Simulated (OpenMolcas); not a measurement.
Ti2+ (d2) among equal point charges was computed by CASSCF with the d shell active (OpenMolcas, ANO-RCC-VDZP on the metal). Its lowest spin-free states, and all those of the highest spin:

| 2S+1 | Degeneracy | E (cm-1) |
| --- | --- | --- |
| 3 | 3 | 0.0 |
| 3 | 3 | 8490 |
| 1 | 3 | 11040 |
| 1 | 2 | 11394 |
| 3 | 1 | 18960 |
| 3 | 3 | 19912 |
| 1 | 1 | 21811 |
| 1 | 3 | 22046 |
| 1 | 3 | 24610 |
| 1 | 2 | 33198 |
| 1 | 1 | 51718 |

Question: Is the site octahedral, tetrahedral or cube-like, axial, or of lower symmetry?

Answer: The states with 2S+1 = 3 have orbital degeneracies 3, 3, 1, 3. Threefold states need a cubic site. For d2 at this spin an octahedron puts the threefold T1 below the threefold T2 and a tetrahedron or cube puts the single A2 below the threefold T2, so the site is octahedral. The run had Ti2+ among 6 point charges of -1.1 e arranged as an octahedron (Oh), 1.84 Å from the ion.

An orbital triplet at a regular site is open to Jahn-Teller coupling, which can distort the site and quench the lowest spin-orbit gaps and is left out. Without dynamic correlation the repulsion within the d shell is too large (B by tens of per cent), so at a given field states of lower spin stand too high. Point charges carry no covalency, so the field is a model and not that of real ligands. No measured value stands beside these numbers.
